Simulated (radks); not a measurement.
Cu4+, configuration [Ar] 3d7 (the NIST ground configuration). Calculated with a radial shooting solver on a logarithmic mesh with Libxc functionals: non-relativistic Kohn-Sham, r2SCAN, spin-polarised, spherical densities, point nucleus; open shells are filled with parallel spins first; meta-GGA in the generalised Kohn-Sham scheme.

Normalised radial functions P(r) = r R(r), r in bohr:

```
   r/bohr * 2p down, o 3p up (the largest magnitude, 2.1, reaches the edge; | marks zero, & curves that meet)
 0.002775                             &
 0.003946                             &
 0.005656                             &
 0.008042                             o*
  0.01143                             o*
  0.01639                             |o*
   0.0233                             |o  *
  0.03314                             | o   *
   0.0475                             |   o      *
  0.06753                             |     o         *
  0.09603                             |       o             *
   0.1376                             |        o                 *
   0.1957                             |     o                   *
   0.2783                            o|                   *
   0.3989                  o          |         *
   0.5672             o               |  *
   0.8064               o             |*
    1.156                     o       *
    1.644                          o  *
    2.337                             &
```

2p down: eigenvalue -990.24 eV, 0 radial nodes, <r> = 0.208 bohr, 90 % of the charge inside 0.339 bohr. 3p up: eigenvalue -144.43 eV, 1 radial node at r = 0.262 bohr, <r> = 0.727 bohr, 90 % of the charge inside 1.11 bohr.
